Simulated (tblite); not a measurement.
C₄H₉FGeO.
SMILES with atom numbers: `[CH3:1][O:2][C@@H:3]1[CH2:4][GeH2:5][C@@H:6]1[F:7]` (hydrogens: H8, H9, H10 on C1; H11 on C3; H12, H13 on C4; H14, H15 on Ge5; H16 on C6)

Computed with GFN2-xTB (tblite), gas phase: L-BFGS steps from a force-field or distance-geometry start until the largest atomic force falls under 0.01 eV/Å.

Step 92: E = -648.4981 eV
```
atom  x, y, z in Å  |  force x, y, z in eV/Å
C1      2.2011    0.4773   -0.0148    0.004   0.000  -0.023
O2      0.9644   -0.0448   -0.4369   -0.035  -0.006  -0.009
C3      0.1338   -0.5367    0.5956    0.003   0.006   0.029
C4     -0.9462   -1.3461   -0.1315    0.050  -0.013   0.007
Ge5    -1.8257    0.3868   -0.5529   -0.013   0.002  -0.030
C6     -0.7557    0.5985    1.1244    0.009  -0.009   0.020
F7     -0.0945    1.7509    1.4732   -0.012   0.015  -0.002
H8      2.8012   -0.3015    0.4714    0.001   0.005   0.017
H9      2.0853    1.3225    0.6683   -0.003  -0.014  -0.003
H10     2.7077    0.8128   -0.9171    0.021   0.004  -0.013
H11     0.7273   -1.0756    1.3469   -0.004   0.011   0.012
H12    -1.5111   -1.9632    0.5646   -0.018   0.011  -0.031
H13    -0.5273   -1.9662   -0.9161   -0.002  -0.026  -0.015
H14    -3.3333    0.5075   -0.4670   -0.002   0.011   0.007
H15    -1.3281    1.1115   -1.7626   -0.001   0.006   0.006
H16    -1.3066    0.2751    2.0131    0.002  -0.001   0.028
```

Step 93: E = -648.4984 eV
```
atom  x, y, z in Å  |  force x, y, z in eV/Å
C1      2.2005    0.4782   -0.0156    0.000  -0.005  -0.014
O2      0.9645   -0.0458   -0.4378   -0.030  -0.005   0.000
C3      0.1345   -0.5372    0.5952   -0.002   0.009   0.028
C4     -0.9458   -1.3452   -0.1332    0.054  -0.021   0.011
Ge5    -1.8260    0.3867   -0.5519   -0.011   0.023  -0.018
C6     -0.7544    0.5976    1.1262   -0.006  -0.009   0.005
F7     -0.0939    1.7509    1.4754   -0.018  -0.006  -0.002
H8      2.7937   -0.2959    0.4862    0.011   0.002   0.008
H9      2.0838    1.3321    0.6563   -0.007  -0.007  -0.008
H10     2.7132    0.7995   -0.9195    0.025   0.004  -0.009
H11     0.7275   -1.0770    1.3467   -0.004   0.013   0.001
H12    -1.5102   -1.9648    0.5606   -0.023   0.007  -0.020
H13    -0.5271   -1.9632   -0.9194    0.004  -0.030  -0.020
H14    -3.3339    0.5075   -0.4642    0.003   0.009   0.005
H15    -1.3292    1.1138   -1.7610   -0.004   0.002   0.010
H16    -1.3049    0.2716    2.0145    0.010   0.011   0.022
```

**Question.** Estimate the geometry and energy of step 94. (The exact step hangs on the optimiser's Hessian estimate; all steps are aligned on step 93, rigid shifts and turns removed.)

**Answer.** E = -648.4987 eV, largest force 0.042 eV/Å
```
atom  x, y, z in Å  |  force x, y, z in eV/Å
C1      2.1995    0.4786   -0.0172   -0.007  -0.008  -0.005
O2      0.9634   -0.0461   -0.4381   -0.015   0.000   0.006
C3      0.1349   -0.5374    0.5960   -0.005   0.007   0.016
C4     -0.9442   -1.3451   -0.1341    0.036  -0.021   0.007
Ge5    -1.8258    0.3867   -0.5515   -0.003   0.028   0.001
C6     -0.7539    0.5968    1.1283   -0.020  -0.007  -0.007
F7     -0.0943    1.7509    1.4775   -0.022  -0.020  -0.002
H8      2.7873   -0.2920    0.4958    0.022  -0.005  -0.001
H9      2.0831    1.3383    0.6469   -0.011   0.008  -0.007
H10     2.7166    0.7899   -0.9222    0.025   0.001  -0.007
H11     0.7278   -1.0772    1.3475    0.000   0.012  -0.003
H12    -1.5102   -1.9661    0.5568   -0.025   0.003  -0.008
H13    -0.5261   -1.9617   -0.9215    0.011  -0.027  -0.017
H14    -3.3339    0.5075   -0.4635    0.005   0.009   0.003
H15    -1.3281    1.1164   -1.7588   -0.005   0.002   0.009
H16    -1.3038    0.2691    2.0166    0.013   0.018   0.015
```

The energy changes by -0.0003 eV. The first-order estimate −F·Δx gives -0.0004 eV and the mean of the old and new forces, exact on a quadratic surface, -0.0003 eV. The step makes an angle of 80° with the force vector and moves no atom by more than 0.012 Å.

The cost below is that of the whole relaxation. On an Intel Xeon at 2.50 GHz with one thread, no GPU, on a shared host, this took 2.0 s wall, 1.8 s CPU.
